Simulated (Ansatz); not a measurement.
`O[CH2][SnH3]`. Charge 0, multiplicity 1. Sn: def2 effective core potential.

Cartesian coordinates in Å:
```
O -1.061 1.192 0.981
C -0.980 0.258 -0.076
Sn 1.048 -0.453 -0.410
H -0.823 0.753 1.801
H -1.313 0.776 -0.977
H -1.649 -0.597 0.075
H 1.673 -0.914 1.117
H 1.081 -1.805 -1.458
H 2.025 0.789 -1.054
```

Q: What are the harmonic wavenumbers in cm⁻¹ at PBE0-D4/def2-TZVP (Ansatz, finite differences of forces, unscaled)? (Estimate.)

A: Computed: 88, 187, 298, 393, 405, 568, 680, 718, 728, 764, 1066, 1151, 1259, 1382, 1473, 1919, 1929, 1946, 3030, 3124, 3866.

Q: Is this a minimum?

A: Yes, all 21 modes are real.

Q: Give the ideal-gas thermochemistry at 298.15 K and 1 bar (rigid rotor, harmonic oscillator; point group C1, symmetry number 1).

A: Zero-point energy 161.3 kJ/mol; H(298) − E = 179.3 kJ/mol; entropy 323.0 J/(mol·K), of which translation 171.6, rotation 104.7, vibration 46.7; G(298) − E = 83.0 kJ/mol. Modes under 100 cm⁻¹ are hindered rotations or soft bends, so the harmonic entropy is rough.

Q: And at 400, 500, 600, 800 and 1000 K?

A: 
```
T (K)  H − E (kJ/mol)  S (J/mol/K)  G − E (kJ/mol)
  400           189.4        352.0            48.6
  500           200.8        377.5            12.1
  600           213.5        400.6           -26.8
  800           241.9        441.3          -111.1
 1000           273.3        476.3          -203.0
```
